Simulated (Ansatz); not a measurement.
Born–Oppenheimer molecular dynamics of CH4BCl3O (10 atoms, charge 0, multiplicity 1). It starts at the highest image of a converged band, a first-order saddle point between two minima.

All numbers below come from RKS B3LYP/def2-SVP (Ansatz).

```
ensemble                      : NVE (velocity Verlet)
time step                     : 0.5 fs
steps asked                   : 200
starting velocities drawn for : 100 K
seed                          : 11762
```

First frame:

```xyz
10
Properties=species:S:1:pos:R:3
B -0.001 -0.285 -0.093
Cl 0.080 0.003 2.205
Cl 1.386 0.582 -0.768
Cl -1.638 0.111 -0.657
O 0.259 -1.693 0.262
C -0.614 -2.777 -0.107
H -0.150 -3.700 0.265
H -1.613 -2.642 0.332
H -0.692 -2.816 -1.201
H 0.281 -1.333 1.424
```

How far do the bonds stretch over the last three quarters of this one trajectory? (Pairs bonded in most of those frames.)


```json
{"bond": "B1–Cl2", "mean (Å)": "1.902", "spread (Å)": "0.161", "shortest": "1.71", "longest": "2.25"}
{"bond": "B1–Cl3", "mean (Å)": "1.809", "spread (Å)": "0.058", "shortest": "1.72", "longest": "1.91"}
{"bond": "B1–Cl4", "mean (Å)": "1.822", "spread (Å)": "0.053", "shortest": "1.73", "longest": "1.90"}
{"bond": "B1–O5", "mean (Å)": "1.704", "spread (Å)": "0.104", "shortest": "1.50", "longest": "1.84"}
{"bond": "O5–C6", "mean (Å)": "1.450", "spread (Å)": "0.016", "shortest": "1.43", "longest": "1.49"}
{"bond": "O5–H10", "mean (Å)": "0.989", "spread (Å)": "0.047", "shortest": "0.92", "longest": "1.15"}
{"bond": "C6–H7", "mean (Å)": "1.099", "spread (Å)": "0.011", "shortest": "1.08", "longest": "1.12"}
{"bond": "C6–H8", "mean (Å)": "1.099", "spread (Å)": "0.010", "shortest": "1.08", "longest": "1.12"}
{"bond": "C6–H9", "mean (Å)": "1.095", "spread (Å)": "0.006", "shortest": "1.09", "longest": "1.11"}
```

Mean temperature of the second half: 368 K. The conserved energy stayed within 0.17 meV per atom of its start (net change 0.035 meV per atom), so the integration is sound. The kinetic energy rose, since the run started high on the potential surface and went downhill. A run of 0.1 ps of so small a system gives no equilibrium averages. The orbitals stay closed-shell, which can raise the energy where a bond breaks towards radicals; this wasn't checked here.

The run took 5.2 min on 4 threads of Arm Neoverse V2, on a shared host, peak memory 0.29 GiB.
